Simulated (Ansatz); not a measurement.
This geometry of C$_{3}$H$_{6}$GeO (11 atoms, charge 0, multiplicity 1) is a first-order saddle point.

Computed with Ansatz 0.2.0, RKS PBE-D4/def2-mTZVP.

```xyz
11
Properties=species:S:1:pos:R:3
C -1.764 0.492 0.705
Ge 0.098 0.822 0.149
C 1.478 -0.537 0.456
C 1.171 -0.459 -0.837
O 1.617 -1.009 -2.014
H -1.971 -0.585 0.655
H -2.465 1.019 0.045
H -1.930 0.838 1.734
H 0.515 2.317 0.216
H 2.172 -1.104 1.084
H 1.145 -1.850 -2.173
```

Which two structures does it join? (They come from a converged band through this point; their orientation in space is the band's.)

No bond is made or broken. The dihedral C3–C4–O5–H11 goes from 0 to -179°.

Initial state:

```xyz
11
Properties=species:S:1:pos:R:3
C -1.783 0.532 0.764
Ge 0.080 0.797 0.191
C 1.418 -0.604 0.365
C 0.999 -0.492 -0.903
O 1.222 -1.056 -2.113
H -2.018 -0.540 0.753
H -2.474 1.057 0.090
H -1.931 0.919 1.782
H 0.526 2.284 0.149
H 2.123 -1.196 0.951
H 1.903 -1.758 -2.009
```

Final state:

```xyz
11
Properties=species:S:1:pos:R:3
C -1.742 0.493 0.693
Ge 0.147 0.737 0.193
C 1.492 -0.608 0.568
C 1.155 -0.639 -0.724
O 1.541 -1.392 -1.788
H -1.967 -0.580 0.753
H -2.407 0.958 -0.048
H -1.940 0.951 1.672
H 0.565 2.224 0.024
H 2.169 -1.123 1.251
H 1.053 -1.079 -2.574
```

How far does it lie above each of them?

5.9 kcal/mol above the first and 6.7 kcal/mol above the second. This is the barrier of this one path; another mechanism may lie lower.

Run time: 2.7 min on 2 threads of Intel(R) Xeon(R) Platinum 8259CL CPU @ 2.50GHz (Skylake/Cascade Lake) (shared host), peak memory 0.22 GiB.
